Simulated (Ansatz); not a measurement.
Input file for Ansatz (an electronic-structure program): U-r2SCAN/def2-TZVPP on F2Zr (SMILES [F][Zr][F]), 2S+1 = 3, a spin state set in the input, which need not be the lowest. Elements past Kr take the def2 small-core potentials; no spin–orbit coupling.

Ansatz 0.2 input:
```yaml
crystal:
  periodic: [false, false, false]
  atoms:
    - {symbol: Zr, position_ang: [0.45287363, 0.05844442, -0.07904527]}
    - {symbol: F, position_ang: [-0.50583957, 1.31891068, -1.17335714]}
    - {symbol: F, position_ang: [0.01979722, -1.32998350, 1.18198278]}
basis:
  gaussian:
    orbitals: def2-TZVPP
hamiltonian:
  xc: {name: r2SCAN}
magnetization: {spin_polarized: true, initial_magnetization: 2}
```

Output:

```
WARN ansatz: RAYON_NUM_THREADS=1 ignored (pool sized by the plan → 1); use --threads N
Functional definition: r2SCAN
integrals: 0.03 GiB planned
624 factors; their error is unknown
mean field: 0.40 GiB planned
mean field evaluation 1: about -6712.8497 eV, gradient 4.0e1 eV
mean field evaluation 2: about -6663.7031 eV, gradient 1.3e2 eV
mean field evaluation 4: about -6717.5187 eV, gradient 5.0e0 eV
mean field evaluation 8: about -6717.6303 eV, gradient 1.1e-1 eV
mean field evaluation 16: about -6717.6303 eV, gradient 1.0e-4 eV
mean field evaluation 32: about -6717.5908 eV, gradient 1.5e-5 eV
mean field evaluation 64: about -6716.8299 eV, gradient 6.2e0 eV
mean field -6717.63033248 eV, -246.8683613452 hartree, gradient 8.1e-6 eV, S^2 2.003730; 7 other end points of the search recorded, 0 dependent functions left out
reference -6717.63036207 eV, -246.8683624328 hartree; 16, 14 occupied and 102, 104 virtual orbitals, 624 factors
Total energy: -6717.63036207 eV, -246.8683624328 hartree
```

The calculation finished and met its thresholds.

Cost: very roughly 19 core-seconds.
